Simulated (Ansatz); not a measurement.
FH2NSeSi: structure from calculated spectroscopic constants

These gas-phase data were calculated for one isomer of FH2NSeSi at B3LYP-D3(BJ)/def2-SVP (harmonic, unscaled wavenumbers; equilibrium rotational constants with average atomic masses):

* rotational constants: 8.175, 1.906, 1.546 GHz
* all wavenumbers above 1500 cm⁻¹: 3689, 3579, 1514

Candidates:

(1) `N[Si](F)=[Se]`, a singlet
(2) `[H]/N=[Si](\F)[SeH]`, a singlet
(3) `F[Si@@H]1N[Se]1`, a singlet

Q: Which structure fits?

A: Candidate (1). No mode falls between 2000 and 2380 cm⁻¹, where the Si–H stretch of (3) would stand. 2 modes lie between 3250 and 3800 cm⁻¹, one for each N–H bond, while (2) has 1.

The same quantities for all candidates:

```tsv
	rotational constants (GHz)	wavenumbers above 1500 cm⁻¹	E above the lowest, B3LYP-D3(BJ)/def2-SVP (kcal/mol)
(1)	8.175, 1.906, 1.546	3689, 3579, 1514	0.0
(2)	6.728, 2.069, 1.582	3618, 2420	38.3
(3)	8.904, 2.156, 1.934	3504, 2326	44.1
```

Harmonic stretches to hydrogen usually lie a few per cent above observed fundamentals. Each candidate is one conformer. Programs: Ansatz 0.2.0.
